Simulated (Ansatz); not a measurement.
Ansatz (an electronic-structure program) input (MP2/6-31G* with LANL2DZ past Ar): The .json file joins the Basis Set Exchange's 6-31G* for atoms up to Ar and LANL2DZ past it.

Ansatz 0.2 input:
```yaml
crystal:
  periodic: [false, false, false]
  atoms:
    - {symbol: C, position_ang: [-2.68756700, -1.09566200, -0.09974300]}
    - {symbol: C, position_ang: [-1.25910700, -0.59699900, -0.05694100]}
    - {symbol: C, position_ang: [-0.98962200, 0.74995300, 0.10401300]}
    - {symbol: Se, position_ang: [0.93219700, 0.84925400, 0.09185100]}
    - {symbol: C, position_ang: [1.08270900, -1.02300900, -0.13850800]}
    - {symbol: C, position_ang: [-0.17350200, -1.54020500, -0.18574700]}
    - {symbol: H, position_ang: [-3.36842200, -0.25057900, 0.01197700]}
    - {symbol: H, position_ang: [-2.90416200, -1.81420100, 0.70312300]}
    - {symbol: H, position_ang: [-2.92626100, -1.60074900, -1.04616500]}
    - {symbol: H, position_ang: [2.01454500, -1.56549100, -0.21647400]}
    - {symbol: H, position_ang: [-0.34785600, -2.60809300, -0.31385000]}
basis:
  gaussian:
    orbitals: 6-31Gs+LANL2DZ.json
total_charge: -1
magnetization: {spin_polarized: false}
correlation: {method: mp2, electrons: outside_noble_gas}
relax: {f_tol: 0.003, max_steps: 120}
```

Output:

```
Functional definition: HF
these checks for a lower state are left out or cut short: cluster_reference
integrals: 0.06 GiB planned
1130 factors; integrals over basis functions are off by at most 4.4e-4 eV
mean field: 0.28 GiB planned
mean field evaluation 1: about -5471.1453 eV, gradient 2.6e1 eV
mean field evaluation 2: about -5471.3081 eV, gradient 2.6e1 eV
mean field evaluation 4: about -5473.7535 eV, gradient 5.7e0 eV
mean field evaluation 8: about -5473.8747 eV, gradient 2.0e-1 eV
mean field -5473.87520364 eV, -201.1612034077 hartree, gradient 1.6e-6 eV, S^2 0.000000; 0 other end points of the search recorded, 0 dependent functions left out; unrestricted orbitals would lower it
5 core orbitals not correlated
reference -5473.87520364 eV, -201.1612034077 hartree; 16, 16 occupied and 72, 72 virtual orbitals, 1130 factors
densities: 0.22 GiB planned
second order -18.83958540 eV of doubles, -0.00000000 eV of singles
the calculation of the forces begins
mean field evaluation 16: about -5473.6876 eV, gradient 6.3e-1 eV
relax step   1: F+E_penalty+E_count = -5492.71478904 eV  Δ(F+E_penalty+E_count) = +0.000e0 eV  max|allowed force component| = 6.192e-1 eV/Å  Δτ_max = 0.0000 Å  (56 SCF iters, accepted)
these checks for a lower state are left out or cut short: starts, cluster_reference, orbital_swaps, neighbouring_geometries, increment
integrals: 0.06 GiB planned
1130 factors; integrals over basis functions are off by at most 4.4e-4 eV
mean field: 0.28 GiB planned
mean field -5473.86168526 eV, -201.1607066166 hartree, gradient 2.9e-6 eV, S^2 0.000000; 0 other end points of the search recorded, 0 dependent functions left out; unrestricted orbitals would lower it
5 core orbitals not correlated
reference -5473.86168526 eV, -201.1607066166 hartree; 16, 16 occupied and 72, 72 virtual orbitals, 1130 factors
densities: 0.22 GiB planned
second order -18.87112790 eV of doubles, -0.00000000 eV of singles
the calculation of the forces begins
relax step   2: F+E_penalty+E_count = -5492.73281316 eV  Δ(F+E_penalty+E_count) = -1.802e-2 eV  max|allowed force component| = 2.897e-1 eV/Å  Δτ_max = 0.0164 Å  (53 SCF iters, accepted)
these checks for a lower state are left out or cut short: starts, cluster_reference, orbital_swaps, neighbouring_geometries, increment
integrals: 0.06 GiB planned
1130 factors; integrals over basis functions are off by at most 4.5e-4 eV
mean field: 0.28 GiB planned
mean field evaluation 32: about -5473.8546 eV, gradient 6.1e-1 eV
mean field -5473.85593385 eV, -201.1604952563 hartree, gradient 2.9e-6 eV, S^2 0.000000; 0 other end points of the search recorded, 0 dependent functions left out; unrestricted orbitals would lower it
5 core orbitals not correlated
reference -5473.85593385 eV, -201.1604952563 hartree; 16, 16 occupied and 72, 72 virtual orbitals, 1130 factors
densities: 0.22 GiB planned
second order -18.88169480 eV of doubles, -0.00000000 eV of singles
the calculation of the forces begins
relax step   3: F+E_penalty+E_count = -5492.73762865 eV  Δ(F+E_penalty+E_count) = -4.815e-3 eV  max|allowed force component| = 7.432e-2 eV/Å  Δτ_max = 0.0125 Å  (55 SCF iters, accepted)
these checks for a lower state are left out or cut short: starts, cluster_reference, orbital_swaps, neighbouring_geometries, increment
integrals: 0.06 GiB planned
1130 factors; integrals over basis functions are off by at most 4.5e-4 eV
mean field: 0.28 GiB planned
mean field -5473.85945761 eV, -201.1606247519 hartree, gradient 2.4e-6 eV, S^2 0.000000; 0 other end points of the search recorded, 0 dependent functions left out; unrestricted orbitals would lower it
5 core orbitals not correlated
reference -5473.85945761 eV, -201.1606247519 hartree; 16, 16 occupied and 72, 72 virtual orbitals, 1130 factors
densities: 0.22 GiB planned
second order -18.87850566 eV of doubles, -0.00000000 eV of singles
the calculation of the forces begins
relax step   4: F+E_penalty+E_count = -5492.73796327 eV  Δ(F+E_penalty+E_count) = -3.346e-4 eV  max|allowed force component| = 1.570e-2 eV/Å  Δτ_max = 0.0036 Å  (49 SCF iters, accepted)
these checks for a lower state are left out or cut short: starts, cluster_reference, orbital_swaps, neighbouring_geometries, increment
integrals: 0.06 GiB planned
1130 factors; integrals over basis functions are off by at most 4.5e-4 eV
mean field: 0.28 GiB planned
mean field -5473.86123667 eV, -201.1606901310 hartree, gradient 2.9e-6 eV, S^2 0.000000; 0 other end points of the search recorded, 0 dependent functions left out; unrestricted orbitals would lower it
5 core orbitals not correlated
reference -5473.86123667 eV, -201.1606901310 hartree; 16, 16 occupied and 72, 72 virtual orbitals, 1130 factors
densities: 0.22 GiB planned
second order -18.87670753 eV of doubles, -0.00000000 eV of singles
the calculation of the forces begins
relax step   5: F+E_penalty+E_count = -5492.73794419 eV  Δ(F+E_penalty+E_count) = +1.908e-5 eV  max|allowed force component| = 1.471e-2 eV/Å  Δτ_max = 0.0024 Å  (40 SCF iters, rejected (line search))
these checks for a lower state are left out or cut short: starts, cluster_reference, orbital_swaps, neighbouring_geometries, increment
integrals: 0.06 GiB planned
1130 factors; integrals over basis functions are off by at most 4.5e-4 eV
mean field: 0.28 GiB planned
mean field evaluation 64: about -5473.8610 eV, gradient 2.5e-4 eV
mean field -5473.86102107 eV, -201.1606822080 hartree, gradient 3.5e-6 eV, S^2 0.000000; 0 other end points of the search recorded, 0 dependent functions left out; unrestricted orbitals would lower it
5 core orbitals not correlated
reference -5473.86102107 eV, -201.1606822080 hartree; 16, 16 occupied and 72, 72 virtual orbitals, 1130 factors
densities: 0.22 GiB planned
second order -18.87695766 eV of doubles, -0.00000000 eV of singles
the calculation of the forces begins
relax step   6: F+E_penalty+E_count = -5492.73797873 eV  Δ(F+E_penalty+E_count) = -1.546e-5 eV  max|allowed force component| = 2.281e-3 eV/Å  Δτ_max = 0.0010 Å  (42 SCF iters, accepted)
these checks for a lower state are left out or cut short: cluster_reference
integrals: 0.06 GiB planned
1130 factors; integrals over basis functions are off by at most 4.5e-4 eV
mean field: 0.28 GiB planned
mean field -5473.86102107 eV, -201.1606822080 hartree, gradient 3.5e-6 eV, S^2 0.000000; 1 other end points of the search recorded, 0 dependent functions left out; unrestricted orbitals would lower it
5 core orbitals not correlated
reference -5473.86102107 eV, -201.1606822080 hartree; 16, 16 occupied and 72, 72 virtual orbitals, 1130 factors
densities: 0.22 GiB planned
second order -18.87695766 eV of doubles, -0.00000000 eV of singles
the calculation of the forces begins
Total energy: -5492.73797873 eV, -201.8543976066 hartree
Atom 0 at    -2.687099    -1.097900    -0.100022 Å, force    -0.000554     0.001289     0.000164 eV/Å
Atom 1 at    -1.256339    -0.607999    -0.058317 Å, force     0.000207     0.002281     0.000276 eV/Å
Atom 2 at    -1.019453     0.758325     0.105411 Å, force    -0.000128    -0.001379    -0.000167 eV/Å
Atom 3 at     0.942914     0.861757     0.093241 Å, force    -0.000024    -0.000205    -0.000025 eV/Å
Atom 4 at     1.086522    -1.021220    -0.138337 Å, force    -0.000178     0.000655     0.000082 eV/Å
Atom 5 at    -0.175787    -1.553685    -0.187362 Å, force    -0.000538    -0.001461    -0.000172 eV/Å
Atom 6 at    -3.350265    -0.235223     0.013621 Å, force     0.000508    -0.000638    -0.000084 eV/Å
Atom 7 at    -2.915091    -1.812580     0.705328 Å, force    -0.000022    -0.000314    -0.000036 eV/Å
Atom 8 at    -2.937235    -1.598680    -1.047643 Å, force    -0.000022    -0.000314    -0.000040 eV/Å
Atom 9 at     2.025587    -1.560866    -0.216051 Å, force    -0.000113    -0.000235    -0.000027 eV/Å
Atom 10 at    -0.340802    -2.627711    -0.316333 Å, force     0.000865     0.000322     0.000028 eV/Å
Dipole moment:     0.508316    -0.419787    -0.057645 e Å
Checks for a lower state left out: cluster_reference
```

The dipole moment of an ion depends on the origin.

The geometry given is a B3LYP-D3(BJ)/def2-TZVP minimum.
